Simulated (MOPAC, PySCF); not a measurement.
Br₄Si, SMILES `Br[Si](Br)(Br)Br`, neutral singlet in the gas phase. 

Z-matrix (Å, degrees):
```
Si
Br 1 2.2133
Br 1 2.2133 2 109.47
Br 1 2.2133 2 109.47 3 -120.00
Br 1 2.2133 2 109.47 3 120.00
```
Charge 0, spin multiplicity 1.

All levels are single points at this geometry (PBE-D3(BJ)/def2-TZVP); Pople sets use spherical d functions. Orbital energies aren't observables, and empty levels follow the basis.

| level | HOMO (eV) | LUMO (eV) | gap (eV) | dipole (D) | vertical IE, Delta-SCF (eV) |
|---|---|---|---|---|---|
| PBE-D3(BJ)/def2-TZVP in PySCF | -7.41 | -2.72 | 4.69 | 0.00 | – |
| B3LYP/3-21G in PySCF | -8.27 | -2.13 | 6.13 | 0.00 | – |
| B3LYP/6-311+G** (LANL2DZ on Br) in PySCF | -8.56 | -2.32 | 6.25 | 0.00 | – |
| B3LYP/6-31G* in PySCF | -8.43 | -2.26 | 6.17 | 0.00 | 10.39 |
| B3LYP/LANL2DZ in PySCF | -8.71 | -2.68 | 6.03 | 0.00 | – |
| BP86/6-31G* in PySCF | -7.54 | -3.00 | 4.54 | 0.00 | – |
| M06-2X/6-31G* in PySCF | -10.03 | -1.36 | 8.67 | 0.00 | – |
| PBE/6-31G* in PySCF | -7.43 | -2.87 | 4.56 | 0.00 | – |
| HF/3-21G in PySCF | -11.75 | 1.39 | 13.15 | 0.00 | – |
| HF/6-31G* in PySCF | -11.74 | 1.53 | 13.26 | 0.00 | 10.88 |
| HF/STO-3G in PySCF | -9.37 | 5.25 | 14.62 | 0.00 | – |
| PM3 in MOPAC | -12.39 | -3.60 | 8.79 | 0.00 | – |
| PM6 in MOPAC | -10.81 | -2.25 | 8.57 | 0.00 | – |
